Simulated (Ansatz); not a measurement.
System: sum formula SiHCl, net charge 0, singlet state. SMILES: [SiH]Cl
Coordinates optimised at B3LYP-D3(BJ)/def2-TZVP (Ansatz, a quantum-chemistry and plane-wave program):
```
Si
H 1 1.5263
Cl 1 2.0943 2 94.91
```
Charge 0, spin multiplicity 1.

Property: vertical triplet-singlet gap (E(triplet) - E(singlet); each state is the SCF solution reached for its spin; for the singlet the Hartree-Fock reference is unstable and T1 is 0.013), in kcal/mol. Cores are frozen in the correlated levels unless marked. Open shells are spin-unrestricted. Spin-orbit coupling is left out. Non-relativistic. CBS(X,Y): correlation extrapolated as X^-3; Hartree-Fock from the larger set.

| level | program | vertical triplet-singlet gap (kcal/mol) | minus last row |
|---|---|---|---|
| MP2/def2-QZVPPD | Ansatz | 37.5 | -1.9 |
| MP2/CBS(aug-cc-pV(T+d)Z,aug-cc-pV(Q+d)Z) | Ansatz | 38.1 | -1.3 |
| CCSD/aug-cc-pV(D+d)Z | Ansatz | 38.0 | -1.4 |
| CCSD/def2-TZVPPD | Ansatz | 38.6 | -0.8 |
| CCSD/CBS(def2-TZVPPD,def2-QZVPPD) | Ansatz | 39.0 | -0.4 |
| CCSD(T)/aug-cc-pV(Q+d)Z | Ansatz | 39.2 | -0.2 |
| CCSD(T)/CBS(aug-cc-pV(T+d)Z,aug-cc-pV(Q+d)Z) | Ansatz | 39.4 | 0.0 |
